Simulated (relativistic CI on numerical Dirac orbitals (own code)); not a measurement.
## Cr5+ in a cubic cluster: 3s photoemission with charge transfer

Computed with a charge-transfer multiplet model of a cubic metal-ligand cluster with up to 2 ligand holes, Slater and spin-orbit integrals from Dirac-Coulomb-Breit ions, Slater integrals scaled by 0.7. The ground state mixes d1 with configurations of k ligand holes L, whose averages lie at kΔ + k(k − 1)U_dd/2; a core hole lowers each added d electron by U_cd. 300 K, Lorentzian 1.4 eV and Gaussian 0.8 eV FWHM.

Atomic integrals in eV (Slater integrals scaled, ζ unscaled), ground: F2dd 8.205, F4dd 5.167, zeta_d 0.045; with the core hole: F2dd 8.205, F4dd 5.167, zeta_d 0.051, G2cd 8.936. Where a configuration has fewer than two d electrons, the dd integrals are those of d2.

Cluster parameters (eV): U_dd = 5.8, U_cd = 6.5, 10Dq = 2.1, 10Dq(ligand) = 1.3, V(eg) = 2.6, V(t2g) = -1.2, final-state hopping factor = 1.

```tsv
Case	n_d	d1	d2L	d3L2	S
Δ = -1.5 eV	2.02	0.20	0.58	0.22	0.50
Δ = 0.5 eV	1.85	0.30	0.55	0.15	0.50
Δ = 1.5 eV	1.76	0.36	0.52	0.12	0.50
Δ = 3.5 eV	1.60	0.48	0.45	0.08	0.50
Δ = 4.5 eV	1.52	0.54	0.41	0.06	0.50
```

Weights, n_d and S are thermal averages at 300 K. Binding energies count from the first peak over 30 % of the highest in each spectrum, which can be another peak from case to case. The parameters are a model scan and need not match a compound or its usual spin state. Peaks in eV (height, largest 100):
- Δ = -1.5 eV: 0.0 (100), 3.7 (36), 13.4 (8)
- Δ = 0.5 eV: 0.0 (100), 3.6 (37), 12.7 (10), 16.2 (6)
- Δ = 1.5 eV: 0.0 (100), 3.6 (37), 12.6 (12), 16.0 (6)
- Δ = 3.5 eV: 0.0 (100), 3.6 (39), 12.0 (12), 15.0 (6)
- Δ = 4.5 eV: 0.0 (100), 3.5 (40), 6.2 (13), 8.9 (10), 11.4 (12), 14.6 (7)

Curve for Δ = 3.5 eV (points under 2 left out, the grid thinned):

| E (eV) | Intensity |
| --- | --- |
| -3.5 | 5.1 |
| -3.0 | 6.7 |
| -2.5 | 9.4 |
| -2.1 | 13.0 |
| -1.6 | 21.0 |
| -1.1 | 37.7 |
| -0.6 | 69.2 |
| -0.1 | 98.5 |
| 0.3 | 92.7 |
| 0.8 | 59.5 |
| 1.3 | 34.6 |
| 1.8 | 24.4 |
| 2.3 | 23.3 |
| 2.7 | 27.2 |
| 3.2 | 35.4 |
| 3.7 | 38.7 |
| 4.2 | 30.3 |
| 4.7 | 20.7 |
| 5.1 | 16.7 |
| 5.6 | 14.9 |
| 6.1 | 14.6 |
| 6.6 | 13.7 |
| 7.1 | 11.8 |
| 7.5 | 10.5 |
| 8.0 | 9.8 |
| 8.5 | 9.6 |
| 9.0 | 9.1 |
| 9.4 | 8.6 |
| 9.9 | 8.3 |
| 10.4 | 8.3 |
| 10.9 | 9.1 |
| 11.4 | 10.9 |
| 11.8 | 12.1 |
| 12.3 | 11.9 |
| 12.8 | 9.6 |
| 13.3 | 7.1 |
| 13.8 | 5.7 |
| 14.2 | 5.6 |
| 14.7 | 6.1 |
| 15.2 | 6.2 |
| 15.7 | 5.5 |
| 16.2 | 4.3 |
| 16.6 | 3.5 |
| 17.1 | 2.6 |
| 17.6 | 2.0 |

For the case Δ = 1.5 eV, Δ = 1.5 eV is smaller than U_dd = 5.8 eV, the charge-transfer side of the Zaanen-Sawatzky-Allen scheme. With the core hole the configuration with one ligand hole lies at Δ − U_cd = -8.0, -6.0, -5.0, -3.0, -2.0 eV from the one without, in the order of the table; where this is negative the screened configuration lies lower, though the effective hopping of about 5.5 eV (from the holes of the mixed ground state) mixes the two strongly wherever it is as large as the gap.

With at most 2 ligand holes the space is cut while the next configuration still counts, so covalency is underestimated, and a final configuration with one more ligand hole, which can lie low, is missing from the spectra.

Without intra-shell correlation the exchange splitting of the 3s hole comes out too large.
